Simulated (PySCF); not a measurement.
**Electron correlation in Xe⁺ (xenon, charge +1)**

[Kr] 4d10 5s2 5p5, 2P determinant. All numbers are calculated (PySCF 2.14, scalar relativity through the core potential, in cc-pVDZ-PP with ECP28MDF). Frozen: 4s2 4p6 4d10; 7 electrons correlated.

MP2 pair energies summed by pair of shells (mhartree):

```csv
pair,energy,share (%)
5p-5p,-54.07,69.0
5s-5p,-20.23,25.8
5s-5s,-4.05,5.2
```

Total MP2 correlation energy: -78.35 mhartree.

Same-spin part -20.28 and opposite-spin part -58.07 mhartree; SCS-MP2 scales them by 1/3 and 6/5 to -76.44 mhartree.

| level | correlation energy (mhartree) |
| --- | --- |
| CCSD | -90.58 |
| (T) | -0.72 |
| CCSD(T) | -91.30 |

Diagnostics: T1 = 0.0053, D1 = 0.0171, largest double amplitude 0.049.

Cost of the coupled-cluster step: 0.14 s of wall time on 1 thread of Neoverse-N1 (shared host), for 7 correlated electrons.
